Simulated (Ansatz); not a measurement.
Gas-phase electronic energies from Ansatz, PBE0-D4/def2-TZVP geometries. CCSD(T)/CBS adds triple-zeta CCSD(T) − MP2 to the extrapolated MP2 energy (def2 sets, frozen cores). This one scheme is used for every species. Functionals use def2-TZVPP. For Br outer-core shells are correlated without core-valence functions, which leaves a few kJ/mol of doubt a bond. Scalar relativity is left out up to krypton. Each species was taken in one conformer, which may not be the lowest.

Consider the ligand exchange at the Si–C bond: `N[SiH](Cl)CCl` + HBr → `N[SiH](Cl)Br` + `CCl`.

```json
{"level": "BHLYP-D4", "ΔE (kJ/mol)": "-99.3"}
{"level": "BLYP", "ΔE (kJ/mol)": "-98.5"}
{"level": "r2SCANh", "ΔE (kJ/mol)": "-100.0"}
{"level": "CCSD(T)/def2-TZVPP", "ΔE (kJ/mol)": "-91.7"}
```

(1) What does CCSD(T)/CBS give? (An estimate is asked.)

(2) What do rigid-rotor, harmonic-oscillator terms from PBE0-D4/def2-TZVP frequencies (298.15 K, 1 bar) make of the CCSD(T)/CBS value? (Estimate.)

Largest T1 diagnostic among the species: 0.009.

Results:

(1) Ansatz gave: -96.9 kJ/mol. The listed levels differ from it by -2.4, -1.6, -3.1, 5.2 kJ/mol.

(2) The calculation gave: ΔZPE = +10.5 kJ/mol, ΔH = -87.8 kJ/mol, ΔS = 16 J/(mol·K), ΔG = -92.5 kJ/mol.

The D4 term adds +5.4 kJ/mol with B3LYP and +3.3 kJ/mol with PBE0; it sums over pairs of atoms, weighted by their polarisabilities, and B3LYP, whose exchange is more repulsive, gets the larger term. At CCSD(T), def2-SVP lies +11.6 kJ/mol from the extrapolated value and def2-TZVPP +5.1 kJ/mol. From BLYP to BHLYP (50 % exact exchange), in def2-TZVPP and without D4, ΔE moves by −4.0 kJ/mol.

B3LYP here is the variant with VWN-RPA as its local correlation; programs differ in this.
